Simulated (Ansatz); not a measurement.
Task: Predict a relaxed structure of (H2Ga-mu-OH)2 (Ga2O2H6), charge 0, singlet, at PBE-D4/def2-SVP (Ansatz).

Result: 
```tsv
atom	x (Å)	y (Å)	z (Å)
Ga1	1.457	0.048	0.492
H2	1.889	1.357	1.259
H3	2.341	-1.218	0.171
O4	-0.342	-0.508	1.061
Ga5	-1.457	-0.050	-0.493
H6	-1.886	-1.360	-1.259
H7	-2.342	1.215	-0.173
O8	0.342	0.509	-1.061
H9	-0.613	-0.908	1.901
H10	0.611	0.914	-1.898
```
Point group D2h (tolerance 0.1 Å). This is one stationary point.
